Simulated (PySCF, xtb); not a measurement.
B(H)(F)(OEt) (C2H6BFO), SMILES C(C)OBF. The values are those of a single conformer.

Harmonic wavenumbers (cm⁻¹) from GFN2-xTB run with xtb 6.7.1 at its own minimum, in rising order: 28, 183, 240, 255, 449, 585, 758, 834, 861, 1013, 1043, 1092, 1131, 1156, 1250, 1323, 1370, 1401, 1468, 1477, 1492, 2666, 2930, 2940, 3043, 3048, 3051.

What does B3LYP-D3(BJ)/def2-SVP (PySCF) give at its own minimum? (An estimate is asked for; the answer gives what the named calculation found.)

39, 205, 233, 288, 455, 620, 815, 851, 913, 1022, 1106, 1115, 1177, 1221, 1314, 1373, 1406, 1457, 1465, 1476, 1518, 2663, 3036, 3050, 3101, 3123, 3131. Paired by order, the mean absolute difference is 41 cm⁻¹ and the zero-point energies are 53.0 and 54.6 kcal/mol.
